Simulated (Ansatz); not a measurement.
Computed with Ansatz on PBE0-D4/def2-TZVP structures; ΔE is electronic, products minus reactants. CBS: MP2 limit from def2 TZ/QZ plus the TZ coupled-cluster correction, frozen cores. This one scheme is used for every species. Functionals use def2-TZVPP. For Se outer-core shells are correlated without core-valence functions, which leaves a few kJ/mol of doubt a bond. Scalar relativity is left out up to krypton. One conformer a species, not always the lowest.

`C=[CH][Al]([CH3])[OH]` + H₂Se → `[CH3][Al]([OH])[SeH]` + `C=C`  (ligand exchange at the Al–C bond)

`C=[CH][Al]([CH3])[OH]`:

Z-matrix (Å, degrees):
```
C
Al 1 1.944
H 1 1.092 2 111.2
H 1 1.094 2 111.7 3 120.6
H 1 1.095 2 111.4 3 -120.2
C 2 1.944 1 121.7 3 -176.1
O 2 1.702 1 117.3 3 4.0
C 6 1.336 2 119.9 1 -0.5
H 6 1.091 2 123.7 1 179.7
H 7 0.955 2 123.6 1 179.6
H 8 1.089 6 121.8 2 0.1
H 8 1.089 6 123.1 2 -179.9
```

H₂Se:

```xyz
3

Se   -0.671    0.058    0.119
H     0.464   -0.474    0.881
H     0.208    0.415   -1.000
```

`[CH3][Al]([OH])[SeH]`:

Z-matrix (Å, degrees):
```
C
Al 1 1.936
H 1 1.094 2 110.6
H 1 1.093 2 111.7 3 119.3
H 1 1.092 2 111.0 3 -119.4
O 2 1.694 1 119.5 3 97.9
Se 2 2.330 1 120.0 3 -81.7
H 6 0.955 2 124.9 1 -179.1
H 7 1.469 2 92.7 1 178.7
```

`C=C`:

```xyz
6

C     0.277    0.482    0.359
C    -0.277   -0.482   -0.359
H     0.779    1.323   -0.107
H     0.252    0.470    1.443
H    -0.779   -1.323    0.107
H    -0.252   -0.470   -1.443
```

CCSD(T)/CBS gives -118.9 kJ/mol.

Question: Another level gave -113.2 kJ/mol. Which?
A. RPA@PBE/def2-TZVPP
B. HF/def2-TZVPP
C. LDA (SPW92)/def2-TZVPP
D. r2SCAN/def2-TZVPP

Answer: C. LDA (SPW92) -113.2, r2SCAN -119.1, HF/def2-TZVPP -123.4, RPA@PBE/def2-TZVPP -108.8 kJ/mol.

Largest T1 diagnostic among the species: 0.012.

At CCSD(T), def2-SVP lies +6.5 kJ/mol from the extrapolated value and def2-TZVPP +3.5 kJ/mol. Leaving LDA and LC-ωPBE aside and taking each functional with its dispersion term where it has one, the values, not all of them listed here, spread over 10.3 kJ/mol, from PBE-QIDH to BLYP-D4. In def2-TZVPP, CCSD(T) changes the Hartree–Fock value by +8.0 kJ/mol (the triples alone add +0.8 kJ/mol) and MP2 by +4.0 kJ/mol.

CCSD(T)/CBS has its own doubt, a few kJ/mol and more with outer-core shells, so smaller differences from it don't rank the levels.
